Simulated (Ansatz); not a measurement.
Complex: boric acid (SMILES OB(O)O) (first 7 atoms) with H2O (SMILES O); geometry from B3LYP-D3(BJ)/def2-TZVP.
(charge 0, multiplicity 1):
```xyz
10

O      0.4881    -0.2524    -1.4022
B      0.2130    -0.1365    -0.0667
O      0.6055     1.0068     0.5968
O     -0.4435    -1.1790     0.5308
H      0.9491     0.5224    -1.7363
H      0.3681     0.9967     1.5325
H     -0.6013    -1.0236     1.4697
O     -0.4730     0.1174     3.1889
H     -1.2767     0.4741     3.5830
H      0.0765    -0.1871     3.9196
```

Counterpoise-corrected where a basis set is named; no monomer relaxation.

Cores are frozen in the correlated methods.

Codes used: Ansatz (Gaussian basis) for Hartree–Fock, density functionals and correlated methods. 

Problem. Give the interaction energy at the level MP2/aug-cc-pVDZ.

Solution. -8.2 kcal/mol

Problem. Estimate the interaction energy that BLYP/def2-TZVPPD returns for this input.

Solution. -6.8 kcal/mol

Problem. Estimate the interaction energy that B97M-V/def2-TZVPPD returns for this input.

Solution. -9.0 kcal/mol

Ansatz is an electronic-structure program.
